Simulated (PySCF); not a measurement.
## ORD: `N#CC([SiH3])=C=C[SiH3]`, C4H7NSi2

Molfile (atoms numbered from 1):
```
C4H7NSi2
     RDKit          3D

 14 13  0  0  0  0  0  0  0  0999 V2000
    1.1665    3.1608    1.1085 N   0  0  0  0  0  0  0  0  0  0  0  0
    0.9899    2.0757    0.7363 C   0  0  0  0  0  0  0  0  0  0  0  0
    0.8446    0.7216    0.3103 C   0  0  0  0  0  0  0  0  0  0  0  0
    2.2386   -0.5099    0.6767 Si  0  0  0  0  0  4  0  0  0  0  0  0
   -0.2407    0.3156   -0.3250 C   0  0  0  0  0  0  0  0  0  0  0  0
   -1.3132   -0.1332   -0.9120 C   0  0  0  0  0  0  0  0  0  0  0  0
   -2.7636   -0.8180    0.0718 Si  0  0  0  0  0  4  0  0  0  0  0  0
    2.4110   -0.6347    2.1526 H   0  0  0  0  0  0  0  0  0  0  0  0
    3.5071   -0.0177    0.0673 H   0  0  0  0  0  0  0  0  0  0  0  0
    1.8379   -1.8156    0.0824 H   0  0  0  0  0  0  0  0  0  0  0  0
   -1.3656   -0.0987   -2.0087 H   0  0  0  0  0  0  0  0  0  0  0  0
   -3.0045   -2.2360   -0.3294 H   0  0  0  0  0  0  0  0  0  0  0  0
   -2.4312   -0.7416    1.5216 H   0  0  0  0  0  0  0  0  0  0  0  0
   -3.9887   -0.0197   -0.2270 H   0  0  0  0  0  0  0  0  0  0  0  0
  1  2  3  0
  2  3  1  0
  3  4  1  0
  3  5  2  0
  5  6  2  0
  6  7  1  0
  4  8  1  0
  4  9  1  0
  4 10  1  0
  6 11  1  0
  7 12  1  0
  7 13  1  0
  7 14  1  0
M  END
```

The calculation used TDDFT CAM-B3LYP/aug-cc-pVDZ circular dichroism and optical rotation, one conformer, gas phase in PySCF. Geometry: PBE0-D3(BJ)/def2-SVP.

No stereocentre is labelled: unless the shape is locked (an allene, a helicene, a hindered biaryl), the mirror image is equally populated and a measured rotation or CD is zero. Singlets 10 and 11 lie within 0.01 eV of each other, so their separate moments and overlaps can depend on how they mix.

Question: Give the optical rotatory dispersion at 633, 589.3, 546, 436, 405, 365, 355 nm.

Answer: [α] in deg dm⁻¹ (g/mL)⁻¹:
| λ (nm) | origin-invariant length gauge | modified velocity gauge | length gauge (centre of mass) | isotropic polarisability (au) |
| --- | --- | --- | --- | --- |
| 633 | +6.4 | +17.5 | +7.1 | 120.3 |
| 589.3 | +7.0 | +20.1 | +7.9 | 121.0 |
| 546 | +7.7 | +23.3 | +8.6 | 122.0 |
| 436 | +6.4 | +34.0 | +7.6 | 126.3 |
| 405 | +2.8 | +36.7 | +4.1 | 128.4 |
| 365 | -10.3 | +35.7 | -9.2 | 132.1 |
| 355 | -16.9 | +33.4 | -15.8 | 133.3 |

Where the gauges differ in sign the basis doesn't settle the rotation.

Question: And for the mirror image at 589.3 nm?

Answer: -7.0 deg dm⁻¹ (g/mL)⁻¹ (origin-invariant length gauge): the same size and the opposite sign.

Question: What is the molar rotation [Φ] = [α]·M/100 of the geometry above at 589.3 nm?

Answer: With M = 125.28 g/mol, +8.8 deg cm² dmol⁻¹ (origin-invariant length gauge).

The first excitation lies at 5.32 eV (233 nm) with R = -3.7 × 10⁻⁴⁰ esu² cm² (velocity form).
